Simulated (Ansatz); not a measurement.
Basis-set extrapolation for CH$_{6}$AlNSi, SMILES `N=[C]([AlH2])[SiH3]` (PBE0-D4/def2-TZVP geometry, frozen core, Ansatz 0.2.0). Multiplicity 1, RHF reference.

```json
{"": "HF", "def2-TZVPP": "-626.662009", "def2-QZVPP": "-626.682671"}
{"": "MP2 correlation", "def2-TZVPP": "-0.566930", "def2-QZVPP": "-0.606152"}
{"": "CCSD(T) correlation", "def2-TZVPP": "-0.640485", "def2-QZVPP": "not run"}
```

Energies in hartree. Use E(X) = E(∞) + A·exp(−7.88·√X) for Hartree–Fock and E(X) = E(∞) + B·X^(−2.97) for correlation, with X = 3 and 4, and add CCSD(T) minus MP2 of the smaller set to the MP2 limit.

**Question.** What is the CCSD(T) energy at the basis-set limit?

**Answer.** HF limit: -626.682671 + (-0.020662) × 0.13774 = -626.68552. MP2 limit: -0.606152 + (-0.039222) × 0.74074 = -0.63521. Higher-order term: -0.640485 − (-0.566930) = -0.07355. Total: -627.39428 hartree, 241.0 kJ/mol below CCSD(T)/def2-TZVPP.
